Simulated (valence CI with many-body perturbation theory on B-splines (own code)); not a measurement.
E1 line list for Gd⁴⁹⁺

Level of theory: relativistic CI+MBPT: five valence electrons over a frozen Dirac-Fock core [Ne], radial functions for each j: 11 s, 11 p, 10 d, 8 f, 5 g, 2 h, with the one-electron correlation potential Σ1, the two-electron term Σ2, the three-electron term Σ3, Breit, model QED; selected CI, second order for the rest, scaled by the run's own slope (own B-spline code, finite nucleus).

The last digits are not significant, and no measured levels were compared; by estimate large intervals hold to a few tenths of a per cent, small ones and those within an open d or f shell to about a per cent. Among the levels kept, up to 3200 cm⁻¹ of a level comes from second order outside the variational space, and about a tenth of that is noise between levels of different J, which matters for small intervals.

Lines 51 to 100 of 565 in falling wavelength, among levels below 6935.4 × 10³ cm⁻¹, chosen from the strongest by gf and those to the six lowest levels. Wavelengths and rates use the calculated energies. Electric multipoles are in the length gauge with retardation, E1 and E2 with the static RPA response of the core. Weak lines are less certain than strong ones. Lines between different terms over intervals too small for the method are left out, as are lines whose strength nearly cancels. The highest levels of a list are the least certain.

Levels are named by their leading jj configuration (3d3/2^4 stands for four electrons in 3d with j = 3/2), which in mixed levels can hold well under half, so a name can repeat and another be missing. Letters in brackets count levels of one name in rising energy.

```csv
λ vac (nm),Upper,Lower,A (s⁻¹),log gf,Branch %
8.195,(3s 3p1/2^2 3p3/2 3d5/2) J=5/2 [b],(3s^2 3p1/2 3p3/2 3d5/2) J=5/2 [b],8.67e+09,-1.28,1.8
8.158,(3s 3p1/2^2 3d5/2^2) J=7/2,(3s^2 3p1/2 3d5/2^2) J=7/2,8.82e+09,-1.15,3.5
8.154,(3s 3p1/2^2 3p3/2 3d5/2) J=5/2 [b],(3s^2 3p1/2 3p3/2 3d5/2) J=7/2 [b],2.31e+10,-0.86,4.8
8.149,(3s 3p1/2 3p3/2^2 3d5/2) J=5/2 [f],(3s^2 3p3/2^2 3d5/2) J=5/2 [b],1.31e+10,-1.11,1.0
8.026,(3s 3p1/2^2 3p3/2^2) J=3/2,(3s^2 3p1/2 3p3/2^2) J=5/2,2.33e+10,-1.05,6.5
8.025,(3s 3p1/2 3p3/2^2 3d5/2) J=3/2 [e],(3s^2 3p3/2^2 3d5/2) J=5/2 [b],1.63e+10,-1.20,1.4
8.001,(3s 3p1/2 3p3/2^2 3d5/2) J=7/2 [b],(3s^2 3p3/2^2 3d5/2) J=7/2,1.20e+10,-1.04,3.8
7.963,(3s 3p1/2^2 3d3/2 3d5/2) J=5/2 [b],(3s^2 3p1/2 3d3/2 3d5/2) J=7/2 [a],1.19e+10,-1.17,6.4
7.926,(3p1/2^2 3p3/2^2 3d3/2) J=3/2 [b],(3s 3p1/2 3p3/2^2 3d3/2) J=5/2 [c],1.96e+10,-1.13,2.6
7.924,(3s 3p1/2^2 3d3/2 3d5/2) J=3/2 [b],(3s^2 3p1/2 3d3/2 3d5/2) J=5/2 [a],1.21e+10,-1.34,7.6
7.796,(3s 3p1/2^2 3p3/2 3d3/2) J=3/2 [b],(3s^2 3p1/2 3p3/2 3d3/2) J=5/2 [a],1.53e+10,-1.25,6.4
7.758,(3s 3p1/2 3p3/2 3d3/2^2) J=5/2,(3s 3p1/2 3p3/2^2 3d3/2) J=7/2 [b],8.74e+09,-1.33,1.3
7.748,(3s 3p1/2 3p3/2^3) J=3/2 [b],(3s^2 3p3/2^3) J=3/2,1.55e+10,-1.25,1.6
7.713,(3s 3p1/2^2 3p3/2 3d3/2) J=5/2 [b],(3s^2 3p1/2 3p3/2 3d3/2) J=7/2,2.99e+10,-0.80,6.6
7.693,(3s 3p1/2^2 3p3/2 3d5/2) J=7/2 [b],(3s^2 3p1/2 3p3/2 3d5/2) J=9/2,2.53e+10,-0.75,5.7
7.679,(3s 3p1/2^2 3d3/2^2) J=3/2,(3s 3p1/2^2 3p3/2 3d3/2) J=5/2 [b],1.60e+10,-1.25,33.5
7.679,(3s 3p1/2 3p3/2^2 3d3/2) J=5/2 [e],(3s^2 3p3/2^2 3d3/2) J=7/2,1.08e+10,-1.24,0.9
7.658,(3s 3p1/2 3p3/2^2 3d5/2) J=7/2 [c],(3s^2 3p3/2^2 3d5/2) J=9/2,1.83e+10,-0.89,2.8
7.560,(3s 3p1/2 3p3/2^2 3d5/2) J=9/2 [c],(3s^2 3p3/2^2 3d5/2) J=9/2,1.87e+10,-0.80,3.3
7.536,(3s 3p1/2^2 3p3/2^2) J=3/2,(3s^2 3p1/2 3p3/2^2) J=3/2,9.92e+09,-1.47,2.8
7.480,(3p1/2^2 3p3/2^2 3d3/2) J=7/2,(3s 3p1/2 3p3/2^2 3d3/2) J=9/2,4.36e+10,-0.53,5.4
7.376,(3s^2 3p1/2 3d5/2^2) J=3/2 [b],(3s 3p1/2 3p3/2^3) J=5/2,2.61e+10,-1.07,3.6
7.372,(3s^2 3p1/2 3p3/2 3d3/2) J=3/2 [a],(3s^2 3p1/2 3p3/2^2) J=1/2,1.12e+09,-2.44,1.3
7.363,(3s^2 3p1/2 3p3/2 3d3/2) J=1/2 [a],(3s^2 3p1/2 3p3/2^2) J=1/2,1.18e+09,-2.72,17.1
7.327,(3p1/2^2 3p3/2^2 3d3/2) J=3/2 [a],(3s 3p1/2 3p3/2^2 3d3/2) J=5/2 [a],2.15e+10,-1.16,7.7
7.282,(3p1/2^2 3p3/2^2 3d3/2) J=5/2,(3s 3p1/2 3p3/2^2 3d3/2) J=7/2 [a],3.96e+10,-0.72,8.9
7.208,(3s 3p1/2^2 3p3/2 3d5/2) J=7/2 [b],(3s^2 3p1/2 3p3/2 3d5/2) J=7/2 [a],1.18e+10,-1.13,2.7
7.207,(3s 3p1/2^2 3p3/2 3d3/2) J=1/2 [b],(3s^2 3p1/2 3p3/2 3d3/2) J=3/2 [a],2.89e+10,-1.35,5.7
7.115,(3s 3p1/2 3p3/2 3d3/2^2) J=7/2,(3s 3p1/2 3p3/2^2 3d3/2) J=9/2,1.18e+10,-1.14,4.8
6.978,(3s 3p1/2 3p3/2^2 3d5/2) J=7/2 [e],(3s^2 3p3/2^2 3d5/2) J=7/2,7.75e+09,-1.34,0.9
6.941,(3s^2 3p1/2 3p3/2 3d3/2) J=5/2 [a],(3s^2 3p1/2 3p3/2^2) J=5/2,3.20e+09,-1.86,67.4
6.857,(3s^2 3p1/2 3p3/2 3d3/2) J=3/2 [a],(3s^2 3p1/2 3p3/2^2) J=5/2,8.17e+09,-1.64,9.3
6.567,(3s^2 3p1/2 3p3/2 3d3/2) J=7/2,(3s^2 3p1/2 3p3/2^2) J=5/2,2.20e+08,-2.94,99.8
6.517,(3s^2 3p1/2^2 3d3/2) J=3/2,(3s^2 3p1/2^2 3p3/2) J=3/2,7.15e+09,-1.74,100.0
6.495,(3s^2 3p1/2 3p3/2 3d3/2) J=3/2 [a],(3s^2 3p1/2 3p3/2^2) J=3/2,6.56e+08,-2.78,0.7
6.488,(3s^2 3p1/2 3p3/2 3d3/2) J=1/2 [a],(3s^2 3p1/2 3p3/2^2) J=3/2,2.49e+09,-2.50,36.2
6.469,(3s 3p1/2^2 3d3/2 3d5/2) J=7/2 [b],(3s 3p1/2^2 3p3/2 3d5/2) J=7/2 [b],9.15e+09,-1.34,5.0
6.095,(3s^2 3p1/2 3d3/2 3d5/2) J=9/2,(3s^2 3p1/2 3p3/2 3d5/2) J=9/2,1.17e+10,-1.19,8.2
6.025,(3s 3p1/2^2 3d3/2 3d5/2) J=7/2 [b],(3s 3p1/2^2 3p3/2 3d5/2) J=7/2 [a],1.51e+10,-1.18,8.2
6.004,(3s^2 3p3/2 3d3/2 3d5/2) J=5/2 [d],(3s^2 3p3/2^2 3d5/2) J=3/2,1.50e+10,-1.31,1.6
5.971,(3s^2 3p1/2 3p3/2 3d3/2) J=3/2 [b],(3s^2 3p1/2 3p3/2^2) J=1/2,2.58e+08,-3.26,0.0
5.965,(3s^2 3p1/2 3p3/2 3d3/2) J=1/2 [b],(3s^2 3p1/2 3p3/2^2) J=1/2,3.38e+08,-3.44,0.0
5.817,(3s^2 3p1/2 3p3/2 3d3/2) J=5/2 [b],(3s^2 3p1/2 3p3/2^2) J=5/2,1.78e+09,-2.27,0.1
5.766,(3s^2 3p1/2 3p3/2 3d5/2) J=3/2 [a],(3s^2 3p1/2 3p3/2^2) J=1/2,6.18e+08,-2.91,0.8
5.645,(3s 3p1/2^2 3d3/2 3d5/2) J=9/2,(3s 3p1/2^2 3p3/2 3d5/2) J=9/2,2.30e+10,-0.96,11.3
5.638,(3s^2 3p1/2 3p3/2 3d5/2) J=7/2 [a],(3s^2 3p1/2 3p3/2^2) J=5/2,5.31e+08,-2.69,95.2
5.628,(3s^2 3p1/2 3p3/2 3d3/2) J=3/2 [b],(3s^2 3p1/2 3p3/2^2) J=5/2,5.80e+08,-2.96,0.0
5.614,(3s 3p1/2^2 3d5/2^2) J=5/2,(3s 3p1/2^2 3p3/2 3d5/2) J=3/2 [b],2.52e+10,-1.15,8.8
5.555,(3s^2 3p1/2 3p3/2 3d3/2) J=5/2 [b],(3s^2 3p1/2 3p3/2^2) J=3/2,2.81e+09,-2.11,0.2
5.544,(3s^2 3p3/2 3d5/2^2) J=7/2,(3s^2 3p3/2^2 3d5/2) J=5/2 [a],3.10e+10,-0.94,15.2
```
